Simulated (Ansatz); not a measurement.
`[BH2][AlH][BH]O` + H₂Te → `OB[TeH]` + `[BH2][AlH2]`  (cleavage of the B–Al bond)

Program: Ansatz. Geometries: PBE0-D4/def2-TZVP. ΔE: electronic, gas phase. CCSD(T)/CBS is the MP2 limit (def2-TZVPP, def2-QZVPP) plus CCSD(T) − MP2 in def2-TZVPP, frozen cores. This one scheme is used for every species. Functionals use def2-TZVPP. def2 core potentials past Kr. For Te outer-core shells are correlated without core-valence functions, which leaves a few kJ/mol of doubt a bond. Each species was taken in one conformer, which may not be the lowest.

| level | ΔE (kJ/mol) |
| --- | --- |
| revPBE | -77.2 |
| CAM-B3LYP | -81.0 |

What does CCSD(T)/CBS give? (An estimate is asked.)

Ansatz gave: -88.2 kJ/mol. The listed levels differ from it by 11.0, 7.2 kJ/mol.

What do rigid-rotor, harmonic-oscillator terms from PBE0-D4/def2-TZVP frequencies (298.15 K, 1 bar) make of the CCSD(T)/CBS value? (Estimate.)

Computed: ΔZPE = +3.4 kJ/mol, ΔH = -87.3 kJ/mol, ΔS = -10 J/(mol·K), ΔG = -84.2 kJ/mol.

Largest T1 diagnostic among the species: 0.014.

From PBE to PBE0 (25 % exact exchange), in def2-TZVPP and without D4, ΔE moves by −3.6 kJ/mol. Leaving LDA and LC-ωPBE aside and taking each functional with its dispersion term where it has one, the values, not all of them listed here, spread over 12.6 kJ/mol, from B97M-V to PBE-D4.
